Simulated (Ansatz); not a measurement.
Molecule: C2H5BCl, net charge -1, singlet state. It need not be the lowest isomer of its formula. Whether it binds its extra electron was not tested at this geometry. 
Geometry from a B3LYP-D3(BJ)/def2-TZVP (Ansatz, an electronic-structure program) optimisation:
SMILES: [CH2-]B(C)Cl
```xyz
9

B      0.0957    -0.4710    -0.2362
Cl     0.0788     1.2484     0.6007
C      1.3434    -1.0662    -0.6211
C     -1.3829    -1.0432    -0.4010
H      1.3811    -2.0451    -1.0997
H      2.3168    -0.6061    -0.4721
H     -1.8939    -1.1485     0.5644
H     -2.0145    -0.3837    -1.0094
H     -1.3697    -2.0285    -0.8808
```
Charge -1, spin multiplicity 1.

Parts of the frozen-core correlation energy in STO-3G (Ansatz, hartree). Frozen orbitals: 8; correlated occupied orbitals by spin: 12 and 12; virtual: 9 and 9. Spin-orbit coupling is left out. No relativistic terms. The restricted reference is unstable.

```csv
term,value
reference (HF),-556.59600
MP2 opposite-spin,-0.13586
MP2 same-spin,…
CCSD correlation,…
(T),…
T1 diagnostic,0.013
largest doubles amplitude,0.180
```

**Question.** What belongs in the gaps?

**Answer.** 
- MP2 same-spin, value: -0.01980
- CCSD correlation, value: -0.20340
- (T), value: -0.00235
